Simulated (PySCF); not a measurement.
## EPR parameters of C6H10NSi

C6H10NSi (doublet state).
Structure used (GFN2-xTB), in Å, numbered top down from 1:
```
atom  x, y, z in Å
C1     2.571   -0.274   -0.982
C2     1.736   -0.137   -0.134
C3     0.694   -0.078    0.878
N4     0.053   -1.371    1.064
Si5   -1.241   -1.667   -0.027
C6    -1.272    0.143   -0.604
C7    -0.442    0.891    0.476
C8     0.017    2.192   -0.011
H9     3.311   -0.360   -1.721
H10    1.142    0.253    1.825
H11    0.661   -2.079    1.440
H12   -0.973   -2.585   -1.140
H13   -2.411   -2.088    0.747
H14   -0.778    0.249   -1.571
H15   -2.259    0.589   -0.693
H16   -1.088    1.011    1.352
H17    0.856    2.247   -0.678
H18   -0.585    3.069    0.126
```

The hyperfine couplings belong to this conformer and change with its torsions.

Identity: `C#C[C@@H]1N[SiH2]C[C@@H]1[CH2]` [radical].

Level of theory: UKS B3LYP, pcH-1 on C H N Si, non-relativistic, mean-field spin-orbit, GIAO in PySCF. Geometry: GFN2-xTB, one conformer, isolated molecule. Couplings are sensitive to structure, and on GFN2-xTB geometries they can be far from those on DFT ones. No stability test was run, so a lower SCF solution isn't excluded.

```
g1, g2, g3                      : 2.00220, 2.00275, 2.00276
g_iso                           : 2.00257
Form of g                       : close to axial: the two nearest values differ by 3 % of g3 − g1
⟨S²⟩                            : 0.7536 (exact 0.7500)
HOMO–LUMO gap, α and β orbitals : 5.98, 4.95 eV
Basis functions                 : 310
```

Isotropic coupling and dipolar principal values T1 to T3, in mT; ρ(0) is the spin density at the nucleus (MHz turned into mT with g_iso):

```json
{"atom": "C1", "isotope": "13C", "a_iso": "0.01", "of which spin–orbit": "0.00", "T1": "-0.02", "T2": "0.01", "T3": "0.02", "Mulliken spin population": "0.00", "ρ(0) (bohr⁻³)": "0.0002"}
{"atom": "C2", "isotope": "13C", "a_iso": "-0.06", "of which spin–orbit": "0.00", "T1": "-0.03", "T2": "-0.02", "T3": "0.05", "Mulliken spin population": "-0.01", "ρ(0) (bohr⁻³)": "-0.0014"}
{"atom": "C3", "isotope": "13C", "a_iso": "0.85", "of which spin–orbit": "0.00", "T1": "-0.09", "T2": "-0.08", "T3": "0.17", "Mulliken spin population": "0.02", "ρ(0) (bohr⁻³)": "0.0212"}
{"atom": "N4", "isotope": "14N", "a_iso": "0.01", "of which spin–orbit": "0.00", "T1": "-0.01", "T2": "-0.01", "T3": "0.02", "Mulliken spin population": "0.00", "ρ(0) (bohr⁻³)": "0.0007"}
{"atom": "Si5", "isotope": "29Si", "a_iso": "-0.48", "of which spin–orbit": "0.00", "T1": "-0.18", "T2": "0.09", "T3": "0.10", "Mulliken spin population": "0.02", "ρ(0) (bohr⁻³)": "0.0153"}
{"atom": "C6", "isotope": "13C", "a_iso": "2.73", "of which spin–orbit": "0.00", "T1": "-0.26", "T2": "-0.25", "T3": "0.51", "Mulliken spin population": "0.06", "ρ(0) (bohr⁻³)": "0.0681"}
{"atom": "C7", "isotope": "13C", "a_iso": "-1.12", "of which spin–orbit": "0.00", "T1": "-0.08", "T2": "-0.01", "T3": "0.09", "Mulliken spin population": "-0.09", "ρ(0) (bohr⁻³)": "-0.0280"}
{"atom": "C8", "isotope": "13C", "a_iso": "3.27", "of which spin–orbit": "0.00", "T1": "-2.86", "T2": "-2.84", "T3": "5.70", "Mulliken spin population": "1.07", "ρ(0) (bohr⁻³)": "0.0817"}
{"atom": "H9", "isotope": "1H", "a_iso": "-0.01", "of which spin–orbit": "0.00", "T1": "-0.03", "T2": "-0.03", "T3": "0.06", "Mulliken spin population": "0.00", "ρ(0) (bohr⁻³)": "-0.0001"}
{"atom": "H10", "isotope": "1H", "a_iso": "-0.10", "of which spin–orbit": "0.00", "T1": "-0.14", "T2": "-0.08", "T3": "0.22", "Mulliken spin population": "0.00", "ρ(0) (bohr⁻³)": "-0.0006"}
{"atom": "H11", "isotope": "1H", "a_iso": "0.09", "of which spin–orbit": "0.00", "T1": "-0.04", "T2": "-0.02", "T3": "0.06", "Mulliken spin population": "0.00", "ρ(0) (bohr⁻³)": "0.0005"}
{"atom": "H12", "isotope": "1H", "a_iso": "0.22", "of which spin–orbit": "0.00", "T1": "-0.03", "T2": "-0.02", "T3": "0.05", "Mulliken spin population": "0.00", "ρ(0) (bohr⁻³)": "0.0014"}
{"atom": "H13", "isotope": "1H", "a_iso": "0.07", "of which spin–orbit": "0.00", "T1": "-0.03", "T2": "-0.02", "T3": "0.05", "Mulliken spin population": "0.00", "ρ(0) (bohr⁻³)": "0.0004"}
{"atom": "H14", "isotope": "1H", "a_iso": "-0.04", "of which spin–orbit": "0.00", "T1": "-0.24", "T2": "-0.07", "T3": "0.31", "Mulliken spin population": "0.00", "ρ(0) (bohr⁻³)": "-0.0002"}
{"atom": "H15", "isotope": "1H", "a_iso": "-0.17", "of which spin–orbit": "0.00", "T1": "-0.20", "T2": "-0.09", "T3": "0.29", "Mulliken spin population": "0.00", "ρ(0) (bohr⁻³)": "-0.0010"}
{"atom": "H16", "isotope": "1H", "a_iso": "0.77", "of which spin–orbit": "0.00", "T1": "-0.19", "T2": "-0.15", "T3": "0.34", "Mulliken spin population": "0.01", "ρ(0) (bohr⁻³)": "0.0048"}
{"atom": "H17", "isotope": "1H", "a_iso": "-2.15", "of which spin–orbit": "0.00", "T1": "-1.37", "T2": "-0.01", "T3": "1.38", "Mulliken spin population": "-0.04", "ρ(0) (bohr⁻³)": "-0.0135"}
{"atom": "H18", "isotope": "1H", "a_iso": "-2.20", "of which spin–orbit": "0.00", "T1": "-1.38", "T2": "-0.01", "T3": "1.39", "Mulliken spin population": "-0.05", "ρ(0) (bohr⁻³)": "-0.0138"}
```

The Mulliken spin populations are largest on C8 (+1.07) and C7 (-0.09). No atom but C8 exceeds +0.15. The angles at C8 add up to 358.9°, so it is planar; its axial dipolar tensor and the negative couplings of its protons fit spin in a p orbital normal to that plane.

Under fast tumbling the dipolar parts average out, and these isotropic splittings remain (the largest six): 2 × 1H (H17/H18, I = 1/2, 3 lines) with 2.17 mT, 1 × 1H (H16, I = 1/2, 2 lines) with 0.77 mT, 1 × 1H (H12, I = 1/2, 2 lines) with 0.22 mT, 1 × 1H (H15, I = 1/2, 2 lines) with 0.17 mT, 1 × 1H (H10, I = 1/2, 2 lines) with 0.10 mT and 1 × 1H (H11, I = 1/2, 2 lines) with 0.09 mT.

Class means assume fast exchange of nuclei equivalent by connectivity; if that motion is slow, each nucleus keeps its own coupling.

The 29Si coupling of Si5 (-13.6 MHz) shows only in satellite lines or after enrichment, since that isotope makes up about 4.7 % of natural silicon.

The 13C coupling of C8 (91.7 MHz) shows only in satellite lines or after enrichment, since that isotope makes up about 1.07 % of natural carbon.

β density exceeds α density at some nuclei, such as C7 (-0.0280), H17/H18 (-0.0136) and C2 (-0.0014), spin density in bohr⁻³. In a single determinant that takes different orbitals for the two spins, that is spin polarisation.
